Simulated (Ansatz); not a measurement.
Gas-phase electronic energies from Ansatz, PBE0-D4/def2-TZVP geometries. CBS: MP2 limit from def2 TZ/QZ plus the TZ coupled-cluster correction, frozen cores. This one scheme is used for every species. Functionals use def2-TZVPP. Each species was taken in one conformer, which may not be the lowest.

Reaction (hydrogenolysis of a B–O bond): `C[SiH2]BO` + H₂ → `B[SiH2]C` + H₂O

CCSD(T)/CBS gives +1.25 eV.

(1) Another level gave +1.36 eV. Which?
A. r2SCAN-D4/def2-TZVPP
B. HF/def2-TZVPP
C. BHLYP/def2-TZVPP
D. B97M-V/def2-TZVPP

Largest T1 diagnostic among the species: 0.013.

Answers

(1) A. r2SCAN-D4 1.36, B97M-V 1.30, HF/def2-TZVPP 1.09, BHLYP 1.23 eV.

From PBE to PBE0 (25 % exact exchange), in def2-TZVPP and without D4, ΔE moves by −0.07 eV. In def2-TZVPP, CCSD(T) changes the Hartree–Fock value by +0.19 eV (the triples alone add +0.05 eV) and MP2 by +0.23 eV. The D4 term adds +0.04 eV with B3LYP and +0.02 eV with PBE0; it sums over pairs of atoms, weighted by their polarisabilities, and B3LYP, whose exchange is more repulsive, gets the larger term.

B3LYP here is the variant with VWN-RPA as its local correlation; programs differ in this.
